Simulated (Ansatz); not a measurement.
A structure relaxed at r2SCAN-D4/def2-TZVP in Ansatz, charge 0, singlet:

```xyz
7

Ga   -0.7733   -0.4890    0.3146
O     1.1040    0.3212   -0.4520
H     1.5132    0.8823    0.2191
H     0.9225    0.8947   -1.2075
H    -1.1943   -1.2121   -1.0104
H    -1.4317    0.9047    0.6410
H    -0.1404   -1.3018    1.4951
```

Problem. Give its formula, name or SMILES and point group.

Solution. Ga(H2O)H3 (GaOH₅). Point group Cs (tolerance 0.1 Å).

Problem. Summarise the bond lengths by kind (pairs closer than 1.2 times the sum of covalent radii, bridged metal pairs left out).

Solution. 1 × Ga–O 2.18 Å; 3 × Ga–H 1.57 to 1.58 Å; 2 × H–O 0.97 Å.
